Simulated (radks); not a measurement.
Problem. All-electron atom: Mo V in [Kr] 4d2. Calculated with a radial shooting solver on a logarithmic mesh with Libxc functionals: non-relativistic Kohn-Sham, LDA (Slater exchange, Perdew-Wang correlation), spin-unpolarised, spherical densities, point nucleus; relativity is left out, which matters for an element this heavy. Some entries of the table are withheld. Estimate them.

orbital  occ.  eigenvalue (hartree)  r(max) (bohr)
1s          2             -711.0402        0.02404
2s          2             -100.3283         0.1343
2p          6             -92.61499            (1)
3s          2                   (2)         0.3951
3p          6             -15.51999         0.3821
3d         10             -10.06575         0.3218
4s          2              -3.96185          1.005
4p          6              -3.09209            (3)
4d          2                   (4)          1.266

Solution. 
(1) 2p r(max) (bohr): 0.1056
(2) 3s eigenvalue (hartree): -18.48646
(3) 4p r(max) (bohr): 1.065
(4) 4d eigenvalue (hartree): -1.72786
